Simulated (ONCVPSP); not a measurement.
B, ONCV: configuration errors across variants

boron (B), optimised norm-conserving Vanderbilt (ONCV), made with ONCVPSP 4.0.1 (PBE, non-relativistic). Core [He], reference 2s2 2p1. Waves: 2s: rc 1.05 bohr, ncon 4, nbas 8, qcut 4.8 1/bohr, 2 projectors, debl 4 Ha; 2p: rc 2.40 bohr, ncon 4, nbas 7, qcut 5.9 1/bohr, 2 projectors, debl 3 Ha. Local part: polynomial inside 0.80 bohr (lpopt 5, dvloc0 0 Ha). Core correction: Teter function, fcfact 2.5, rcfact 1.4.

All-electron excitation energies from the reference (eV): (1) 2s2 2p0 8.222; (2) 2s1 2p0 33.637; (3) 2s2 2p0.5 2.888; (4) 2s0 2p3 11.708.

3 further variants failed, have other tests or too few solved ones, and are left out.

Errors AE − PS in meV (a dash: test not solved or not reliable):

```json
{"change": "base", "(1)": "+33", "(2)": "+134", "(3)": "+4.3", "(4)": "-13", "bound ghosts": "none", "GHOST(+) flags above zero": "s, p"}
{"change": "s: rc 1.08", "(1)": "+33", "(2)": "+134", "(3)": "+4.2", "(4)": "-13", "bound ghosts": "none", "GHOST(+) flags above zero": "p"}
{"change": "s: rc 1.16", "(1)": "+33", "(2)": "+134", "(3)": "+4.2", "(4)": "-13", "bound ghosts": "none", "GHOST(+) flags above zero": "s, p"}
{"change": "s: rc 1.3", "(1)": "+34", "(2)": "+134", "(3)": "+4.3", "(4)": "-12", "bound ghosts": "none", "GHOST(+) flags above zero": "p"}
{"change": "s: rc 1.38", "(1)": "+34", "(2)": "+134", "(3)": "+4.4", "(4)": "-12", "bound ghosts": "none", "GHOST(+) flags above zero": "s, p"}
```

Task: Give the same row for: s: rc 1.5.

Result: +35, +134, +4.5, -12; bound ghosts: none; GHOST(+) flags above zero: p.
